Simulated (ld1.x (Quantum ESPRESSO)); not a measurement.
What one change does to a pseudopotential (Tl, TM)

ld1.x (Quantum ESPRESSO) 7.5 input, shortened:

```
&input
   title='Tl', zed=81., rel=1, dft='PBE', iswitch=3,
   config='[Xe] 4f14 5d10 6s2 6p1'
 /
 &inputp
   pseudotype=2, tm=.true., lloc=-2, rcloc=2.20,
   nlcc=.false.
 /
2
6S  1  0   2.00   0.00  2.20  2.20  0.0
6P  2  1   1.00   0.00  2.45  2.45  0.0
 &test
   configts(1)='6s2 6p1'
 /
```

All-electron outer shells of the reference configuration (PBE, scalar-relativistic, ld1.x):

```json
{"shell": "5p", "level (eV)": "-76.10", "outermost node (bohr)": "0.50", "outermost maximum (bohr)": "0.91"}
{"shell": "5d", "level (eV)": "-15.49", "outermost node (bohr)": "0.53", "outermost maximum (bohr)": "1.11"}
{"shell": "6s", "level (eV)": "-9.55", "outermost node (bohr)": "1.04", "outermost maximum (bohr)": "2.08"}
{"shell": "6p", "level (eV)": "-2.37", "outermost node (bohr)": "1.23", "outermost maximum (bohr)": "2.91"}
```

Change: wave 6p (bound): rc 2.45 bohr becomes 6p (bound): rc 3.76 bohr.

Cutoffs: the cutoffs (Ry, on a coarse ladder) from which the occupation-weighted sum of valence levels, in a spherical-Bessel basis at the reference potential, stays within 10 and 1 mRy of its value at 400 Ry; they do not see the model core or the augmentation charge, which bear on the density cutoff. Errors are all-electron minus pseudo energies relative to the spin-unpolarised reference configuration.

How do hardness, ghosts and transferability respond?

The potential gets neither clearly harder nor softer (18 Ry and 30 Ry → 18 Ry and 30 Ry); of the 7 tests that both files solve, the error grows in 3 and shrinks in 1 by more than 15 % and 0.3 meV (median size 35.0 → 41.9 meV); neither file shows a bound ghost.

```tsv
quantity	base	changed
cutoff, loose	18 Ry	18 Ry
cutoff, tight	30 Ry	30 Ry
bound ghosts	none	none
error for 6s2 6p0, meV [ΔE 5.17 eV]	+48	+42
error for 6s1 6p0, meV [ΔE 25.95 eV]	+110	+84
error for 6s2 6p0.5, meV [ΔE 1.85 eV]	+8.9	+8.3
error for 6s2 6p1.3, meV [ΔE -0.49 eV]	+2.2	+2.2
error for 6s1 6p1, meV [ΔE 13.44 eV]	-5.4	+7.0
error for 6s1 6p2, meV [ΔE 7.40 eV]	+35	+47
error for 6s0 6p3, meV [ΔE 15.21 eV]	+189	+228
```
